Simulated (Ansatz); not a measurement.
A geometry relaxed with Ansatz (an electronic-structure program) with CAM-B3LYP-D3(BJ)/def2-TZVP, charge 0, multiplicity 1:

```xyz
13

H     -1.5329     2.0486    -0.6155
C      1.8729    -0.5500    -0.1645
H     -2.0546    -1.0361     0.8889
H     -2.0717    -1.3723    -0.8248
H     -1.0389    -2.3237     0.2410
C     -0.4582     1.8681    -0.5652
H     -0.0511     2.5163     0.2163
H      2.0924    -1.2654    -0.9626
H     -0.0185     2.2164    -1.5040
Al     0.0001     0.0002    -0.2260
C     -1.4146    -1.3179     0.0480
H      2.5725     0.2806    -0.2676
H      2.1025    -1.0649     0.7725
```

**Question.** Write the SMILES of this molecule.

**Answer.** `[CH3][Al]([CH3])[CH3]`
